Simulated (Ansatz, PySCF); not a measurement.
Torsion H3–O1–Se2–H4 in H2OSe (SMILES O[SeH]); at each angle all else is relaxed with GFN2-xTB, and the levels are single points there.
Geometry at 90° (charge 0, multiplicity 1):
```xyz
4

O     -0.9406     0.3183     0.2875
Se     0.7613     0.6650    -0.1897
H     -1.3107    -0.3659    -0.2791
H      0.4458     1.7167    -1.1570
```

On the grid 0° to 330°, 0° is the highest and 90° the lowest point at CCSD(T)/CBS(cc-pVTZ, cc-pVQZ).

Correlated levels freeze the cores. Filled d and f shells under p-block atoms count as core. CBS: X⁻³ extrapolation of the correlation energy, Hartree–Fock from the larger set. Rows in 6-31G*, STO-3G carry no dispersion term and start afresh at each structure (6-31G* with six Cartesian d functions); the Pople sets are all-electron and without relativity.

Run with Ansatz (a program for electronic structure) with Gaussian orbitals; PySCF for 6-31G* rows, STO-3G rows. Values without a source in brackets are computed.

Task: Give the energy at 0° less that at 90° at the level HF/STO-3G.

Result: 5.7 kcal/mol

Task: Predict the energy at 0° less that at 90° from CCSD(T)/CBS(cc-pVTZ, cc-pVQZ).

Result: 5.0 kcal/mol

Task: Predict the energy at 0° less that at 90° from BP86/6-31G*.

Result: 6.5 kcal/mol
